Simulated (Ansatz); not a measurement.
Consider the isomerisation: `[BH3-][O+](C)C` → `C[BH-](C)[OH2+]`.

Program: Ansatz. Geometries: PBE0-D4/def2-TZVP. ΔE: electronic, gas phase. CCSD(T)/CBS adds triple-zeta CCSD(T) − MP2 to the extrapolated MP2 energy (def2 sets, frozen cores). This one scheme is used for every species. DFT in def2-TZVPP. One conformer a species, not always the lowest.

(1) Is it downhill or uphill in electronic energy at CCSD(T)/CBS, and by how much? (An estimate is asked.)

(2) What do these levels give: LDA (SPW92), r2SCAN-D4, r2SCAN0-D4, ωB97X-V, B2PLYP, PBE-QIDH, CAM-B3LYP, RPA@PBE/def2-TZVPP, MP2/def2-SVP, CCSD/def2-TZVPP, SCS-MP2/def2-QZVPP, MP2/CBS(def2)? (An estimate is asked.)

Largest T1 diagnostic among the species: 0.010.

## Answers

(1) The calculation gave: Downhill: ΔE = -138.0 kJ/mol.

(2) The calculation gave: LDA (SPW92) -135.2, r2SCAN-D4 -140.1, r2SCAN0-D4 -141.1, ωB97X-V -127.5, B2PLYP -132.2, PBE-QIDH -140.9, CAM-B3LYP -125.8, RPA@PBE/def2-TZVPP -118.3, MP2/def2-SVP -138.1, CCSD/def2-TZVPP -132.4, SCS-MP2/def2-QZVPP -132.7, MP2/CBS(def2) -146.5 kJ/mol.

Leaving LDA and LC-ωPBE aside and taking each functional with its dispersion term where it has one, the values, not all of them listed here, spread over 16.0 kJ/mol, from B97M-V to CAM-B3LYP-D4. LDA lies +5.4 kJ/mol from PBE without D4. In def2-TZVPP, CCSD(T) changes the Hartree–Fock value by −14.0 kJ/mol (the triples alone add −0.3 kJ/mol) and MP2 by −22.5 kJ/mol.
